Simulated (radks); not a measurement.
The numbers below are computed, except where a source is named.
Mean orbital radii <r> (bohr) of the antimony ion Sb+, [Kr] 4d10 5s2 5p2, of relativity; Dirac values are averaged over j with weights 2j + 1. Spin-unpolarised spherical Kohn-Sham, PBE, point nucleus unless stated (finite: rms radius 4.6802 fm), a radial shooting solver on a logarithmic mesh with Libxc functionals. A level marked "c x" has the speed of light scaled by that factor and shares open shells by 2j + 1; other Dirac levels either fill j = l - 1/2 first or share by 2j + 1.

| shell | non-rel. |
|---|---|
| 1s | 0.02982 |
| 2s | 0.1287 |
| 2p | 0.1097 |
| 3s | 0.3440 |
| 3p | 0.3347 |
| 3d | 0.3056 |
| 4s | 0.8210 |
| 4p | 0.8651 |
| 4d | 1.020 |
| 5s | 2.242 |
| 5p | 2.693 |

Give the values at the level "Dirac, 2j+1 shares, finite nucleus".

Answer. 
shell  Dirac, 2j+1 shares, finite nucleus  change of magnitude (%)
1s                                0.02842                    -4.69
2s                                 0.1222                    -5.02
2p                                 0.1069                    -2.53
3s                                 0.3302                    -3.99
3p                                 0.3284                    -1.90
3d                                 0.3055                    -0.03
4s                                 0.7908                    -3.67
4p                                 0.8519                    -1.53
4d                                  1.029                    +0.89
5s                                  2.159                    -3.71
5p                                  2.671                    -0.82
